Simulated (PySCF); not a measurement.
C2H5GeN3.
Structure used (PBE0-D3(BJ)/def2-SVP), in Å, numbered top down from 1:
```xyz
11
C2H5GeN3 angstrom
Ge    -1.921   -0.208   -0.034
N     -0.051   -0.062   -0.178
C      0.906    0.297    0.715
C      2.079    0.212    0.003
N      1.782   -0.186   -1.261
N      0.509   -0.348   -1.363
H     -2.218    0.149    1.428
H     -2.530    0.796   -1.014
H     -2.288   -1.655   -0.366
H      0.683    0.573    1.743
H      3.101    0.409    0.318
```

Computed with PBE0-D3(BJ)/def2-SVP geometry optimisation, gas phase in PySCF 2.14.0.

Take the most abundant isotopes and a rigid rotor. 

Problem. What are A, B and C (GHz)?

Solution. Ia = 56.39, Ib = 377.96, Ic = 427.82 u·Å²; 505379 MHz·u·Å²/I gives 8962, 1337 and 1181 MHz, that is A = 8.9617, B = 1.3371, C = 1.1813 GHz.

Problem. Classify the top.

Solution. A near-prolate asymmetric top. Ray's parameter κ = (2B − A − C)/(A − C) = -0.960; −1 is the prolate and +1 the oblate limit.

Problem. What does the inertial defect say?

Solution. Not planar: Δ = Ic − Ia − Ib = -6.54 u·Å². For a rigid frame Δ = −2 Σ m c², so Σ m c² = 3.27 u·Å² lies off the ab plane, practically all of it from hydrogen. The atom farthest from that plane is 1.29 Å away.

Problem. Give the other two planar moments, Paa and Pbb, and the rms extents of the mass along the axes.

Solution. Paa = Σ m a² = (Ib + Ic − Ia)/2 = 374.69 and Pbb = Σ m b² = (Ia + Ic − Ib)/2 = 53.12 u·Å². With the mass M = 144.97 u, the rms extents √(P/M) along a, b and c are 1.61, 0.61, 0.15 Å.

Problem. List the rotational levels J(Ka,Kc) to J = 5 (cm⁻¹).

Solution. Above 0(0,0):
J = 1: 1(0,1) 0.0840, 1(1,1) 0.3383, 1(1,0) 0.3435
J = 2: 2(0,2) 0.2519, 2(1,2) 0.5011, 2(1,1) 0.5167, 2(2,1) 1.2797, 2(2,0) 1.2798
J = 3: 3(0,3) 0.5036, 3(1,3) 0.7453, 3(1,2) 0.7765, 3(2,2) 1.5317, 3(2,1) 1.5321, 3(3,1) 2.8164, 3(3,0) 2.8164
J = 4: 4(0,4) 0.8389, 4(1,4) 1.0708, 4(1,3) 1.1228, 4(2,3) 1.8677, 4(2,2) 1.8689, 4(3,2) 3.1526, 4(3,1) 3.1526, 4(4,1) 4.9509, 4(4,0) 4.9509
J = 5: 5(0,5) 1.2573, 5(1,5) 1.4775, 5(1,4) 1.5554, 5(2,4) 2.2875, 5(2,3) 2.2903, 5(3,3) 3.5729, 5(3,2) 3.5729, 5(4,2) 5.3711, 5(4,1) 5.3711, 5(5,1) 7.6833, 5(5,0) 7.6833
Those of J = 1 are B + C, A + C and A + B.

Problem. Which lines would a microwave search look for?

Solution. The dipole components are |μa| = 3.22 D, |μb| = 3.37 D, |μc| = 0.00 D; the mirror of this Cs structure is the ab plane, so μc vanishes by symmetry and there are no c-type lines. Intensities carry the squares of the components, which stand as 0.91 : 1.00 (a : b). Some of the stronger lines:

```csv
type,branch,"J(Ka,Kc)",MHz,lower level (cm⁻¹)
a,Q,"3(1,2) ← 3(1,3)",935,0.745
a,R,"1(0,1) ← 0(0,0)",2518,0.000
a,R,"2(0,2) ← 1(0,1)",5034,0.084
a,R,"3(0,3) ← 2(0,2)",7546,0.252
a,R,"3(2,2) ← 2(2,1)",7555,1.280
b,Q,"1(1,0) ← 1(0,1)",7780,0.084
a,R,"3(1,2) ← 2(1,1)",7787,0.517
b,Q,"2(1,1) ← 2(0,2)",7939,0.252
a,R,"4(1,4) ← 3(1,3)",9757,0.745
a,R,"4(0,4) ← 3(0,3)",10050,0.504
a,R,"4(3,1) ← 3(3,0)",10078,2.816
a,R,"4(2,2) ← 3(2,1)",10095,1.532
b,R,"1(1,1) ← 0(0,0)",10143,0.000
a,R,"4(1,3) ← 3(1,2)",10380,0.776
b,R,"2(1,2) ← 1(0,1)",12506,0.084
b,R,"3(1,3) ← 2(0,2)",14791,0.252
b,Q,"4(2,2) ← 4(1,3)",22368,1.123
b,Q,"2(2,1) ← 2(1,2)",23341,0.501
b,Q,"3(2,2) ← 3(1,3)",23576,0.745
b,Q,"4(2,3) ← 4(1,4)",23891,1.071
b,R,"4(2,3) ← 3(1,2)",32713,0.776
b,Q,"3(3,0) ← 3(2,1)",38502,1.532
b,Q,"4(3,2) ← 4(2,3)",38520,1.868
b,R,"3(3,1) ← 2(2,0)",46067,1.280
b,R,"3(3,0) ← 2(2,1)",46069,1.280
b,R,"4(3,1) ← 3(2,2)",48592,1.532
b,R,"4(4,0) ← 3(3,1)",63991,2.816
```

Not checked by PBE0-D3(BJ)/def2-SVP frequencies. Zero-point vibration and centrifugal distortion are left out. A rigid rotor knows nothing of internal rotation, which can split or shift real lines. Quadrupole hyperfine structure (14N) is left out.
